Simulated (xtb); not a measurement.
Ge(H)2(F)(Et) (C2H7FGe), SMILES [F][GeH2][CH2]C. All values are semi-empirical tight-binding results from xtb (GFN2-xTB unless named), good for trends rather than for accurate numbers. Coordinates come from a GFN2-xTB optimisation. One conformer was computed; it need not be the lowest.

For metal compounds this method's bond lengths and energies can be far off.

```yaml
orbital_gap: 7.30 eV
zero_point_energy: 50.1 kcal/mol
G − E(el) at 298.15 K (modified RRHO): 30.7 kcal/mol
```
